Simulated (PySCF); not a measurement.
C4H7, SMILES C=C(C)[CH2], doublet at its B3LYP/def2-SVP optimised geometry (Å):

```
11

C      0.8636    -0.7000    -2.3678
C      0.1048    -0.6151    -1.2032
C     -1.1694    -1.1754    -1.1270
C      0.6641     0.1225     0.0000
H      1.8665    -0.2702    -2.4290
H      0.4738    -1.2019    -3.2574
H     -1.7644    -1.1190    -0.2121
H     -1.6101    -1.6889    -1.9856
H      1.7644     0.1225     0.0000
H      0.3339     1.1754     0.0000
H      0.3217    -0.3275     0.9444
```

Method: unrestricted B3LYP/def2-TZVP (PySCF 2.14.0). Cells within 0.4 Å of a nucleus heavier than hydrogen are left out (blank, or x).

Map of the log10 of the electron density (e/bohr³), floored at −4 on the plane z = 0.0 Å:

```
|00000000000000000000000000000|
|00000000000000000000000000000|
|00000000000000000000000000000|
|00000000000000000000000000000|
|00000000000000111000000000000|
|00000000000012222211000000000|
|00000000000123344332100000000|
|00000000001234555443210000000|
|00000000002345676654322100000|
|00000000012356788765433210000|
|00000000012457899876554321000|
|00000001123457899887665431000|
|00000112223457899988876532100|
|0000122333445789xx99987542100|
|000123344445678xxx99987542100|
|00012445555567899988876532100|
|00123456776666788877765432000|
|00124567887666677766554321000|
|00124578987666666555433210000|
|00123567877655555443322100000|
|00023456776655444332210000000|
|00012345555544433221100000000|
|00001234444443322110000000000|
|00000123333333221100000000000|
|00000012222222110000000000000|
|00000001111111000000000000000|
|00000000000000000000000000000|
|00000000000000000000000000000|
|00000000000000000000000000000|
```
Scale: ten equal steps from -4.00 (start of '0') to -0.404 (end of '9'), in the order '0123456789'; x runs from -4.00 to 4.00, y from -4.00 (bottom) to 4.00 (top).
